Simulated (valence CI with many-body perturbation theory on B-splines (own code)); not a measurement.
The numbers below are computed, except where a source is named.
A CI+MBPT run for O III

Level of theory: configuration interaction combined with many-body perturbation theory (CI+MBPT): four valence electrons over a frozen Dirac-Fock core [He], radial functions for each j: 6 s, 6 p, 5 d, 3 f, 1 g, with the one-electron correlation potential Σ1 (screened to all orders), the two-electron term Σ2, the three-electron term Σ3, Breit, model QED; selected single and double excitations, second order for the rest, scaled by the run's own slope (own B-spline code, finite nucleus).

Command, and the settings that its task file holds:

```sh
python run_cv.py task.json out
```

```
atom O  Z=8  mass_number=16  rms_radius_fm=2.6991
core [He]
valence 2s2 2p2
avg = 1
basis = S
breit = 1
cap = 20000
capref = 1200
cscale = 1
de = 0.0
dress = 0
eps = 2e-08
extrap = 1
h = 0.27
hh = 1
l2 = 3
lcore = 6
maxit = 60
n2 = 5
natural = 1
nlev = 30
nno = [3, 3, 3, 2, 1]
nroot = 26
nsp = [3, 3, 2, 1, 0]
pt2 = 1
qed = 1
rpa = 1
s1 = 1
s2 = 1
s3 = 1
screen = 1
tol = 2e-05
whole = 1
```

It took 21 s on 1 thread of Arm Neoverse V2, with other jobs on the host.

Log. The first blocks belong to the next ion, which gives the ionisation energy. Fields: 2J, parity (1 odd), roots, reference size, generating configurations, candidates as configurations/state functions, variational space P, stored matrix elements, Davidson steps; e2 is the range of second-order energies in hartree. The first line gives the box (bohr), its intervals, the orbitals and the steps of their self-consistent field. Window is the range of levels sought, series limit the energy at which the first omitted orbital would enter, core excitation an estimate of the first excitation out of the core, left out the lowest levels not solved, and shifts from estimates the range by which levels moved from their first estimate, all in cm⁻¹.

```
rmax 19.5 intervals 66 orbitals 36 references ['2s2 2p2', '2s 2p3'] scf 7 t 0.6
2J=1 par=1 roots 2 ref 40 generators 8 cand 887/1265 P 919/1305 nnz 0 it 6
2J=1 par=1 roots 2 ref 40 generators 35 cand 1268/1904 P 2187/3209 nnz 1.2e+06 it 7
   second order: generators 76 cand 910/1339 e2 -0.00001 -0.00000
2J=3 par=1 roots 2 ref 62 generators 10 cand 819/1551 P 860/1613 nnz 0 it 5
2J=3 par=1 roots 2 ref 62 generators 35 cand 957/2083 P 1817/3696 nnz 1.7e+06 it 6
   second order: generators 63 cand 1847/3802 e2 -0.00002 -0.00001
reference levels 214, estimated 162, window 300238 1/cm; series limit 392127, core excitation 4391012
2J=0 par=0 roots 6 ref 19 generators 37 cand 819/1336 P 2688/4014 nnz 1.1e+06 it 13
2J=0 par=0 roots 6 ref 19 generators 101 cand 6338/11167 P 9026/15181 nnz 8.5e+06 it 12
   second order: generators 211 cand 13643/25344 e2 -0.00010 -0.00002
2J=2 par=0 roots 7 ref 36 generators 46 cand 461/1461 P 1399/3996 nnz 1.6e+06 it 6
2J=2 par=0 roots 7 ref 36 generators 110 cand 4282/16040 P 5681/20036 nnz 2.1e+07 it 10
   second order: generators 209 cand 18574/82242 e2 -0.00028 -0.00005
2J=4 par=0 roots 8 ref 39 generators 43 cand 397/1457 P 1293/3991 nnz 1.7e+06 it 6
2J=4 par=0 roots 8 ref 39 generators 105 cand 3481/16023 P 4774/20014 nnz 2.4e+07 it 11
   second order: generators 244 cand 21910/128640 e2 -0.00058 -0.00009
2J=4 par=1 roots 6 ref 27 generators 33 cand 392/1455 P 1255/3984 nnz 1.8e+06 it 10
2J=4 par=1 roots 6 ref 27 generators 99 cand 3553/16070 P 4808/20054 nnz 2.4e+07 it 13
   second order: generators 210 cand 21400/129362 e2 -0.00036 -0.00004
2J=6 par=1 roots 2 ref 14 generators 19 cand 337/1395 P 1204/3936 nnz 1.8e+06 it 5
2J=6 par=1 roots 2 ref 14 generators 60 cand 3304/15241 P 4508/19177 nnz 2.3e+07 it 8
   second order: generators 138 cand 18157/121006 e2 -0.00020 -0.00017
2J=2 par=1 roots 7 ref 28 generators 49 cand 489/1453 P 1471/3978 nnz 1.6e+06 it 10
2J=2 par=1 roots 7 ref 28 generators 114 cand 4325/16214 P 5796/20192 nnz 2.2e+07 it 12
   second order: generators 228 cand 18459/84616 e2 -0.00027 -0.00010
2J=0 par=1 roots 3 ref 11 generators 23 cand 947/1505 P 3050/4681 nnz 1.4e+06 it 5
2J=0 par=1 roots 3 ref 11 generators 71 cand 4288/7087 P 7338/11768 nnz 5.7e+06 it 7
   second order: generators 138 cand 13561/25863 e2 -0.00007 -0.00003
2J=6 par=0 roots 2 ref 23 generators 19 cand 452/1533 P 1284/4047 nnz 1.6e+06 it 6
2J=6 par=0 roots 2 ref 23 generators 42 cand 2615/10576 P 3899/14623 nnz 1.3e+07 it 9
   second order: generators 84 cand 13050/81030 e2 -0.00018 -0.00006
2J=8 par=1 roots 1 ref 4 generators 11 cand 430/1870 P 1558/5441 nnz 2.7e+06 it 5
2J=8 par=1 roots 1 ref 4 generators 28 cand 2144/9539 P 3702/14980 nnz 1.4e+07 it 7
   second order: generators 46 cand 9936/66982 e2 -0.00016 -0.00016
left out: unestimated 445381, estimated 324867, shifts from estimates -49 to 96
operators 0.1
```

The Davidson iterations converged.

Set against measurement, 23 paired levels are off by 218 cm⁻¹ on average, the worst by 630. These come from a selection out of Moore, Selected Tables of Atomic Spectra, NSRDS-NBS 3, section 11. Levels without a partner in it may be off by more.

```yaml
Valence_energy: -14.12271 hartree
Ionisation_energy: "54.904 eV (NIST: 54.9355 eV (semi-empirical))"
Reference_configurations_for_the_orbitals: 2s2 2p2, 2s 2p3
Radial_orbitals: 36
Box_radius: 19.46 bohr
Largest_variational_space: 20192
Lowest_levels: 2s2.2p2 3P_0 0.000, 2s2.2p2 3P_1 0.014, 2s2.2p2 3P_2 0.038, 2s2.2p2 1D_2 2.546, 2s2.2p2 1S_0 5.406, 2s.2p3 5S°_2 7.431, 2s.2p3 3D°_3 14.896, 2s.2p3 3D°_2 14.899, 2s.2p3 3D°_1 14.900, 2s.2p3 3P°_2 17.688, 2s.2p3 3P°_1 17.688, 2s.2p3 3P°_0 17.690, 2s.2p3 1D°_2 23.250, 2s.2p3 3S°_1 24.481 eV
```
